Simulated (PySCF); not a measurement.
1,2-difluorocyclopenta-1,3-diene (C₅H₄F₂), SMILES FC1=C(F)CC=C1.

Coordinates come from a B3LYP-D3(BJ)/def2-SVP optimisation. The values are those of a single conformer.

The numbers are results of PySCF with TDA-M06-2X/def2-SVPD, not measurements.

Vertical excitations. Gas-phase values at a fixed geometry. State labels are in the subgroup Cs.

```
state  symmetry  energy (eV)  λ (nm)      f                          main pairs
-----  --------  -----------  ------  -----  ----------------------------------
S1           A'         5.45     228  0.119                      HOMO→LUMO 95 %
S2           A"         5.94     209  0.006                    HOMO→LUMO+1 88 %
S3           A"         6.48     191  0.018                    HOMO→LUMO+2 89 %
S4           A"         7.03     176  0.003                    HOMO→LUMO+3 97 %
S5           A'         7.24     171  0.023  HOMO−1→LUMO 57 %, HOMO→LUMO+6 40 %
S6           A"         7.59     163  0.002                    HOMO−2→LUMO 94 %
S7           A"         7.85     158  0.000                    HOMO→LUMO+4 83 %
S8           A"         7.99     155  0.000                    HOMO→LUMO+5 76 %
S9           A"         8.27     150  0.002  HOMO→LUMO+8 51 %, HOMO−3→LUMO 15 %
S10          A'         8.32     149  0.051                    HOMO→LUMO+7 90 %
T1           A'         3.33     372      0                      HOMO→LUMO 95 %
T2           A'         5.30     234      0  HOMO−1→LUMO 58 %, HOMO→LUMO+6 35 %
T3           A"         5.73     216      0                    HOMO→LUMO+1 80 %
T4           A"         6.50     191      0                    HOMO→LUMO+2 83 %
```
Triplets are in the Tamm–Dancoff approximation.
